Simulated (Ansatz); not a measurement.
Caution, from a PySCF single point (PBE0-D3(BJ)/def2-TZVP) at this geometry: the restricted solution is unstable towards spin-unrestricted or complex orbitals, so a lower solution exists and this singlet may not be the ground state. This singlet is an excited state, 1.19 eV above the relaxed triplet at the level B3LYP/cc-pVTZ // PBE0-D3(BJ)/def2-TZVP (Ansatz, a quantum-chemistry and plane-wave program).

A geometry relaxed with PBE0-D3(BJ)/def2-TZVP (Ansatz), charge 1, multiplicity 1:

```xyz
4

H     -1.3961    -0.3125    -0.4198
N     -0.7537     0.1522     0.2494
N      1.6826     0.0858     0.0736
C      0.4673     0.0745     0.0968
```

Question: Write the SMILES of this molecule.

Answer: `N#C[NH+]`
